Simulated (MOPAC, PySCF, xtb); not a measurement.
Positional isomers: thiophene hydroxy+boryl. Gas-phase values, no solvent. One relaxed conformer stands for each flexible species; it need not be the lowest. Strings in code marks are SMILES.

Quantity: electronic energy of isomers of C4H5BOS relative to `Bc1sccc1O`, in kcal/mol. Semi-empirical values (MOPAC) are differences of heats of formation.

Level 1: ωB97X-D3(BJ)/def2-TZVP // PBE0-D3(BJ)/def2-SVP (PySCF)
Level 2: HF/3-21G // PBE0-D3(BJ)/def2-SVP (PySCF)
Level 3: AM1 // PBE0-D3(BJ)/def2-SVP (MOPAC)
Level 4: GFN2-xTB (xtb)

```tsv
species	level 2	level 3	level 4
`Bc1csc(O)c1`	9.99	8.55	3.65
`Bc1cscc1O`	4.57	2.21	2.82
`Bc1ccc(O)s1`	2.27	5.50	-0.37
`Bc1ccsc1O`	5.55	8.25	2.13
```

Problem. What does level 1 give for each, and how far do the other levels lie from it on average?

Solution. 
- `Bc1csc(O)c1`: 8.55
- `Bc1cscc1O`: 4.66
- `Bc1ccc(O)s1`: 1.70
- `Bc1ccsc1O`: 5.93
Mean absolute difference from level 1, which has limits of its own, over these rows (drawn at random from the members that have all these levels): level 2 0.62 kcal/mol, level 3 2.14 kcal/mol, level 4 3.15 kcal/mol.
